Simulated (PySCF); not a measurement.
# How methods differ on the ionisation energy of Zr(18+)

Zr(18+) [Ar] 3d4 (5D) → Zr(19+) [Ar] 3d3 (4F), as a difference of total energies. All numbers are calculated (PySCF 2.14, no relativity, point nucleus, in an uncontracted even-tempered set (17 s from 1.7 bohr⁻², ratio 2.5; 11 p from 2.2 bohr⁻², ratio 2.5; 8 d from 2.2 bohr⁻², ratio 2.5; 4 f from 8.8 bohr⁻², ratio 2.7; 4 g from 13 bohr⁻², ratio 2.7)). Correlated levels: outer shells: [Ne] frozen; virtual orbitals above 40 to 60 times the deepest correlated orbital energy dropped. The calculations carry no spin-orbit coupling.

| method | ionisation energy (eV) |
| --- | --- |
| UHF | 747.25 |
| LDA | 748.19 |
| PBE | 747.41 |
| PBE0 | 747.81 |
| r2SCAN | 747.31 |
| M06-2X | 748.72 |
| MN15 | 748.63 |
| MP2 (outer shells) | 748.00 |
| SCS-MP2 (outer shells) | 747.56 |

Problem. How much does correlation contribute at MP2 (outer shells)?

Solution. 748.00 − (747.25) = 0.75 eV, measured against UHF.

A first-order spin-orbit estimate (lowest level to lowest level, LS coupling) adds -0.713 eV.

All relativistic terms are absent from these numbers, so their closeness to the reference says little about the methods.

For comparison: 745 ± 3 eV (theoretical estimate listed by NIST; NIST Atomic Spectra Database, ionization energies).
